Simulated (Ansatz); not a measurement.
Basis-set extrapolation for `C#CBN=C` (PBE0-D4/def2-TZVP geometry, frozen core, Ansatz). Multiplicity 1, RHF reference.

|  | def2-TZVPP | def2-QZVPP |
| --- | --- | --- |
| HF | -195.087102 | -195.095594 |
| MP2 correlation | -0.750790 | -0.800197 |
| CCSD(T) correlation | -0.817378 | not run |

Energies in hartree. Use E(X) = E(∞) + A·exp(−7.88·√X) for Hartree–Fock and E(X) = E(∞) + B·X^(−2.97) for correlation, with X = 3 and 4, and add CCSD(T) minus MP2 of the smaller set to the MP2 limit.

Q: What is the CCSD(T) energy at the basis-set limit?

A: HF limit: -195.095594 + (-0.008492) × 0.13774 = -195.09676. MP2 limit: -0.800197 + (-0.049407) × 0.74074 = -0.83679. Higher-order term: -0.817378 − (-0.750790) = -0.06659. Total: -196.00014 hartree, 2.60 eV below CCSD(T)/def2-TZVPP.
